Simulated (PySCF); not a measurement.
# Excitation energy of Ca by level of theory

Ca [Ar] 4s2 (1S) → Ca [Ar] 4p2 (3P), as a difference of total energies. All numbers are calculated (PySCF 2.14, scalar relativity by spin-free X2C-1e, in dyall-acv3z (25s18p7d5f, 149 functions)). Correlated levels: valence: [Ar] frozen; valence and next inner shell: [Ne] frozen; virtual orbitals above 40 to 60 times the deepest correlated orbital energy dropped. The calculations carry no spin-orbit coupling.

```csv
method,excitation energy (eV)
UHF,4.175
LDA,4.592
PBE,4.309
PBE0,4.381
r2SCAN,4.091
revPBE,4.184
LC-wPBE,4.577
r2SCANh,4.170
MP2 (valence),4.606
SCS-MP2 (valence),4.803
MP2 (valence and next inner shell),4.977
SCS-MP2 (valence and next inner shell),5.094
```

How much does correlation contribute at MP2 (valence and next inner shell)?

4.977 − (4.175) = 0.802 eV, measured against UHF.

For comparison: 4.774 eV (measured; NIST levels, between the centres of gravity of the two terms).
